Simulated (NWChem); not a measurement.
The numbers come from NWChem runs, not from measurements. System: BiF₃, charge 0, spin multiplicity 1, at a geometry optimised with PBE/def2-SVP with def2 effective core potentials on Bi. The structure started from a generated list of species. Level: PBE0/def2-SVPD with def2 effective core potentials on Bi.

Part of the output:

```
             Northwest Computational Chemistry Package (NWChem) 7.3.0
             --------------------------------------------------------

                                NWChem Input Module
                                -------------------

 Scaling coordinates for geometry "geometry" by  1.889725989
 (inverse scale =  0.529177249)

 Turning off AUTOSYM since
 SYMMETRY directive was detected!

                             Geometry "geometry" -> ""
                             -------------------------

 Output coordinates in angstroms (scale by  1.889725989 to convert to a.u.)

  No.       Tag          Charge          X              Y              Z
 ---- ---------------- ---------- -------------- -------------- --------------
    1 Bi                  83.0000     0.00225700     0.25408100     0.00000000
    2 F                    9.0000    -0.88749300    -0.77322600     1.52526200
    3 F                    9.0000    -0.88749300    -0.77322600    -1.52526200
    4 F                    9.0000     1.75416900    -0.79673800     0.00000000

 Effective nuclear repulsion energy (a.u.)     622.6461467950

            Nuclear Dipole moment (a.u.)
            ----------------------------
        X                 Y               Z
 ---------------- ---------------- ----------------
    -0.0000415740     0.0000245664     0.0000000000

      Symmetry information
      --------------------

 Group name             Cs
 Group number              2
 Group order               2
 No. of unique centers     3

      Symmetry unique atoms

     1    2    4


 Summary of "ao basis" -> "" (spherical)
 ------------------------------------------------------------------------------
       Tag                 Description            Shells   Functions and Types
 ---------------- ------------------------------  ------  ---------------------
 *                         def2-svpd                  on all atoms

                                 NWChem DFT Module
                                 -----------------

 Summary of "ao basis" -> "ao basis" (spherical)
 ------------------------------------------------------------------------------
       Tag                 Description            Shells   Functions and Types
 ---------------- ------------------------------  ------  ---------------------
 Bi                        def2-svpd                12       32   5s4p3d
 F                         def2-svpd                 9       23   4s3p2d

 Summary of "ao basis" -> "ao basis" (spherical)
 ------------------------------------------------------------------------------
       Tag                 Description            Shells   Functions and Types
 ---------------- ------------------------------  ------  ---------------------
 Bi                        def2-svpd                12       32   5s4p3d
 F                         def2-svpd                 9       23   4s3p2d

      Symmetry analysis of basis
      --------------------------

        a'         61
        a"         40

            General Information
            -------------------
          SCF calculation type: DFT
          Wavefunction type:  closed shell.
          No. of atoms     :     4
          No. of electrons :    50
           Alpha electrons :    25
            Beta electrons :    25
          Charge           :     0
          Spin multiplicity:     1
          Use of symmetry is: on ; symmetry adaption is: on
          Maximum number of iterations: 100
          AO basis - number of functions:   101
                     number of shells:    39
          Convergence on energy requested:  1.00D-06
          Convergence on density requested:  1.00D-05
          Convergence on gradient requested:  5.00D-04

              XC Information
              --------------
                         PBE0 Method XC Functional
                     Hartree-Fock (Exact) Exchange  0.250
          PerdewBurkeErnzerhof Exchange Functional  0.750
            Perdew 1991 LDA Correlation Functional  1.000 local
           PerdewBurkeErnz. Correlation Functional  1.000 non-local

             Grid Information
             ----------------
          Grid used for XC integration:  medium
          Radial quadrature: Mura-Knowles
[...]
     6 a'          7 a'          8 a'          9 a'         10 a"
    11 a'         12 a"         13 a'         14 a"         15 a'
    16 a'         17 a'         18 a"         19 a'         20 a'
    21 a"         22 a'         23 a"         24 a"         25 a'
    26 a'         27 a"         28 a'         29 a'         30 a"
    31 a'         32 a'         33 a'         34 a"         35 a'

------------------------------------------------------------
EAF file 0: "./mol.aoints.0" size=524288 bytes
------------------------------------------------------------
               write      read    awrite     aread      wait
               -----      ----    ------     -----      ----
     calls:        1         0         0         0         0
   data(b): 5.24e+05  0.00e+00  0.00e+00  0.00e+00
   time(s): 0.00e+00  0.00e+00  0.00e+00  0.00e+00  0.00e+00
rate(mb/s): 0.00e+00  0.00e+00
------------------------------------------------------------

   convergence    iter        energy       DeltaE   RMS-Dens  Diis-err    time
 ---------------- ----- ----------------- --------- --------- ---------  ------
 d= 0,ls=0.0,diis     1   -513.5405416090 -7.17D+02  2.81D-02  1.61D+00     0.9
 d= 0,ls=0.0,diis     2   -512.8640744125  6.76D-01  1.54D-02  9.24D+00     1.1
 d= 0,ls=0.0,diis     3   -513.7425723164 -8.78D-01  1.18D-03  8.27D-03     1.3
 d= 0,ls=0.0,diis     4   -513.7433242058 -7.52D-04  4.20D-04  1.44D-03     1.5
 d= 0,ls=0.0,diis     5   -513.7434469345 -1.23D-04  6.50D-05  4.58D-05     1.7
 d= 0,ls=0.0,diis     6   -513.7434471904 -2.56D-07  3.33D-05  4.47D-05     1.9
 d= 0,ls=0.0,diis     7   -513.7434512179 -4.03D-06  5.00D-06  1.12D-07     2.1
 d= 0,ls=0.0,diis     8   -513.7434512290 -1.11D-08  7.06D-07  4.43D-09     2.3

         Total DFT energy =     -513.743451228969
      One electron energy =    -1195.908268229196
           Coulomb energy =      527.407682746389
    Exchange-Corr. energy =      -48.256101256615
 Nuclear repulsion energy =      203.013235510454

 Numeric. integr. density =       49.999986270002

     Total iterative time =      2.0s

                  Occupations of the irreducible representations
                  ----------------------------------------------

                     irrep           alpha         beta
                     --------     --------     --------
                     a'               16.0         16.0
                     a"                9.0          9.0

                       DFT Final Molecular Orbital Analysis
                       ------------------------------------

 Vector   23  Occ=2.000000D+00  E=-4.114953D-01  Symmetry=a'
              MO Center=  5.3D-01, -7.5D-01, -2.8D-11, r^2= 3.3D+00
   Bfn.  Coefficient  Atom+Function         Bfn.  Coefficient  Atom+Function
  ----- ------------  ---------------      ----- ------------  ---------------
    83      0.395731  4 F  px                84      0.285627  4 F  py
    86     -0.276540  4 F  px                37      0.273155  2 F  px
    60      0.273155  3 F  px                87     -0.188581  4 F  py
    40     -0.187606  2 F  px                63     -0.187606  3 F  px
    38     -0.147008  2 F  py                61     -0.147008  3 F  py

 Vector   24  Occ=2.000000D+00  E=-4.093152D-01  Symmetry=a"
              MO Center= -6.6D-03, -7.6D-01, -4.5D-15, r^2= 3.6D+00
   Bfn.  Coefficient  Atom+Function         Bfn.  Coefficient  Atom+Function
  ----- ------------  ---------------      ----- ------------  ---------------
    85      0.385137  4 F  pz                37     -0.333504  2 F  px
    60      0.333504  3 F  px                88     -0.261239  4 F  pz
    40      0.226217  2 F  px                63     -0.226217  3 F  px
    39     -0.192480  2 F  pz                62     -0.192480  3 F  pz
    42      0.130558  2 F  pz                65      0.130558  3 F  pz

 Vector   25  Occ=2.000000D+00  E=-3.792325D-01  Symmetry=a'
              MO Center= -2.6D-03, -2.9D-01, -1.5D-13, r^2= 3.7D+00
   Bfn.  Coefficient  Atom+Function         Bfn.  Coefficient  Atom+Function
  ----- ------------  ---------------      ----- ------------  ---------------
     4      0.428188  1 Bi s                  3      0.381055  1 Bi s
    84      0.305190  4 F  py                38      0.303280  2 F  py
    61      0.303280  3 F  py                 1     -0.270218  1 Bi s
    13      0.250436  1 Bi py                87     -0.217152  4 F  py
    41     -0.215665  2 F  py                64     -0.215665  3 F  py

 Vector   26  Occ=0.000000D+00  E=-8.039810D-02  Symmetry=a'
              MO Center= -5.8D-02,  5.3D-01,  9.1D-10, r^2= 3.6D+00
   Bfn.  Coefficient  Atom+Function         Bfn.  Coefficient  Atom+Function
  ----- ------------  ---------------      ----- ------------  ---------------
    15      0.663436  1 Bi px                12      0.577249  1 Bi px
     6     -0.255417  1 Bi px                28      0.244285  1 Bi d -2
    84      0.174450  4 F  py                87     -0.144932  4 F  py
    81     -0.136127  4 F  s                 18     -0.135126  1 Bi d -2
    90     -0.133536  4 F  py                83     -0.123473  4 F  px

 Vector   27  Occ=0.000000D+00  E=-8.039462D-02  Symmetry=a"
              MO Center=  6.7D-02,  5.3D-01, -9.1D-10, r^2= 3.6D+00
   Bfn.  Coefficient  Atom+Function         Bfn.  Coefficient  Atom+Function
  ----- ------------  ---------------      ----- ------------  ---------------
    17      0.663468  1 Bi pz                14      0.577267  1 Bi pz
     8     -0.255425  1 Bi pz                29      0.243991  1 Bi d -1
    38      0.149135  2 F  py                61     -0.149135  3 F  py
    19     -0.133868  1 Bi d -1              85      0.129716  4 F  pz
    41     -0.123926  2 F  py                64      0.123926  3 F  py

 Vector   28  Occ=0.000000D+00  E=-6.886662D-02  Symmetry=a'
              MO Center=  3.9D-03,  4.4D-01,  4.2D-14, r^2= 4.0D+00
   Bfn.  Coefficient  Atom+Function         Bfn.  Coefficient  Atom+Function
  ----- ------------  ---------------      ----- ------------  ---------------
     4      0.844451  1 Bi s                 16     -0.683809  1 Bi py
    13     -0.509104  1 Bi py                 3      0.472522  1 Bi s
     5     -0.317341  1 Bi s                  1     -0.284068  1 Bi s
     7      0.227303  1 Bi py                32      0.206193  1 Bi d  2
    83     -0.206950  4 F  px                86      0.183926  4 F  px

 center of mass
 --------------
 x =   0.00054124 y =   0.06096764 z =   0.00000000

 moments of inertia (a.u.)
 ------------------
         487.052084690068           1.286951498893           0.000000000000
           1.286951498893         631.313485648180           0.000000000000
           0.000000000000           0.000000000000         487.025155774771

     Multipole analysis of the density
     ---------------------------------

     L   x y z        total         alpha         beta         nuclear
     -   - - -        -----         -----         ----         -------
     0   0 0 0     -0.000000    -25.000000    -25.000000     50.000000

     1   1 0 0      0.018986      0.137467      0.137467     -0.255948
     1   0 1 0      2.136380     15.472482     15.472482    -28.808584
     1   0 0 1     -0.000000     -0.000000     -0.000000      0.000000

     2   2 0 0    -35.992299    -92.759391    -92.759391    149.526483
     2   1 1 0      0.037137      0.399138      0.399138     -0.761138
     2   1 0 1     -0.000000     -0.000000     -0.000000      0.000000
     2   0 2 0    -31.824787    -47.980104    -47.980104     64.135421
     2   0 1 1      0.000000      0.000000      0.000000      0.000000
     2   0 0 2    -35.992987    -92.766786    -92.766786    149.540586

 Task  times  cpu:        2.3s     wall:        2.3s

 Total times  cpu:        2.3s     wall:        2.3s
```

Q: Write an NWChem input that would produce this output.

A: Several could match; the one computed here: 
```
start mol
memory heap 200 mb stack 900 mb global 1100 mb
geometry units angstroms nocenter noautoz
  Bi     0.002257     0.254081     0.000000
  F     -0.887493    -0.773226     1.525262
  F     -0.887493    -0.773226    -1.525262
  F      1.754169    -0.796738     0.000000
  symmetry group Cs
end
basis spherical
  * library def2-svpd
end
ecp
  Bi library def2-ecp
end
dft
  xc pbe0
  semidirect memsize 60000000 filesize 0
  iterations 100
end
task dft energy
```
